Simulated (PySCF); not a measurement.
PBEsol on As (arsenic, neutral), [Ar] 3d10 4s1 4p3 4d1, high-spin 6D determinant (an excited configuration). Calculation: PySCF 2.14, in x2c-TZVPPall with one added diffuse shell each of s, p, d type (7s6p5d1f, 57 functions); the spin-free X2C one-electron Hamiltonian (Gaussian nucleus).

```
cycle= 1 E= -2258.19582304764  delta_E= -0.00952  |g|= 0.207  |ddm|= 0.18
cycle= 2 E= -2258.19462160972  delta_E= 0.0012  |g|= 0.225  |ddm|= 0.136
cycle= 3 E= -2258.20033822692  delta_E= -0.00572  |g|= 0.00446  |ddm|= 0.0793
cycle= 4 E= -2258.20034534599  delta_E= -7.12e-06  |g|= 0.000139  |ddm|= 0.00669
cycle= 5 E= -2258.20034535977  delta_E= -1.38e-08  |g|= 7.46e-06  |ddm|= 0.000469
cycle= 6 E= -2258.20034535985  delta_E= -7.82e-11  |g|= 9.69e-07  |ddm|= 4.73e-05
converged SCF energy = -2258.20034535985  <S^2> = 8.7511033  2S+1 = 6.0003677
```

Highest occupied orbital energy: 0.270 eV; ⟨L²⟩ = 6.00; populations by l: s 7.00, p 15.00, d 11.00, f 0.00.

Can this result be used?

Not for this state. Self-consistency was reached. The outer electron is Rydberg-like, and this basis confines it to a smaller radius and binds it less than a complete one would. At PBEsol the highest occupied level has a positive energy, so only the finite basis holds that electron; for this excited configuration the basis is too tight for the outer shell.
